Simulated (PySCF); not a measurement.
HI: frontier orbitals

B97-3 at R = 1.618 Å; PySCF, scalar-relativistic core potentials, basis sets H cc-pVTZ, I cc-pVTZ-PP with ECP28. State: ¹Σ⁺ (singlet), closed shell. Only the outer orbitals are listed, counted within each symmetry, core potentials removing the inner ones.

```csv
orbital,occ.,ε (eV),on H (%),main shells (%)
4σ,2,-19.94,9,"90 I s, 8 H s"
5σ,2,-11.50,35,"56 I p, 35 H s"
3π,2,-7.93,1,99 I p
3π,2,-7.93,1,99 I p
6σ,0,-0.63,57,"56 H s, 39 I p"
7σ,0,3.65,11,"72 I s, 15 I d, 12 H s"
8σ,0,5.92,59,"57 H s, 22 I s, 13 I p"
```

Q: Which are the highest filled and the lowest empty level, where do they sit, and how wide is the gap?

A: Highest filled 3π at -7.93 eV (in %: 99 I p); lowest empty 6σ at -0.63 eV (in %: 56 H s, 39 I p); the gap at B97-3 is 7.30 eV.

```
bond order (Mayer)                             : 1.02
⟨S²⟩                                           : 0.000
charge on H (Mulliken, basis-dependent)        : 0.09
charge on H (Löwdin, basis-dependent)          : -0.16
dipole moment (positive dipole means H(−)I(+)) : -0.50 D
```

Spin–orbit coupling is left out.
